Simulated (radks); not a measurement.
Dynamic dipole polarisability and lines of the indium ion In+, [Kr] 4d10 5s2. Calculated with a radial shooting solver on a logarithmic mesh with Libxc functionals: scalar-relativistic Kohn-Sham, PBE, spin-unpolarised, spherical densities, finite nucleus; Fermi nuclear charge, rms radius of each element as measured or else 0.836 A^(1/3) + 0.57 fm. Time-dependent linear response with the Hartree and adiabatic LDA kernel, continuum included through the Sternheimer equations, no spin-orbit coupling, so fine structure and intercombination lines are absent. Lines are the poles of the dipole polarisability below minus the highest occupied eigenvalue, found on a grid refined at the orbital gaps; the lowest seven at most are given, and weak or close lines can be missed. The first line takes the name of the lowest orbital gap if no other gap lies below it; otherwise a line is named after a gap within 0.6 % of it, if that gap stands alone.

photon energy (eV)  alpha (bohr^3)
0                            23.58
1.225                        24.06
2.695                        26.16
4.165                        31.15
5.635                        44.19
7.105                        114.8
8.576                       -84.19
10.046                      -22.55
11.516                      -9.484
12.986                      -4.198
14.456                      0.2993

Lines (eV, oscillator strength): 7.802 (158.9 nm, 5s-5p), f = 1.54; 12.659 (97.94 nm, 5s-6p), f = 0.00593. Higher lines, where found, are left out when the end of the mesh affects them. Those listed give 79 % of the static polarisability (sum of f/w^2). Orbital energy gaps for comparison: 5s-5p 6.493 eV; 5s-6p 12.633 eV; 5s-7p 13.819 eV. At laser wavelengths: 1550 nm 23.78, 1064 nm 24.01, 780 nm 24.40, 532 nm 25.45, 355 nm 28.35, 266 nm 34.10, 193 nm 63.23 bohr^3. Measured terms reached by dipole lines (averaged over J; NIST Handbook of Basic Atomic Spectroscopic Data, eV): 5s-5p 7.816; 5s-6p 13.611; those above the model threshold have no computed partner.
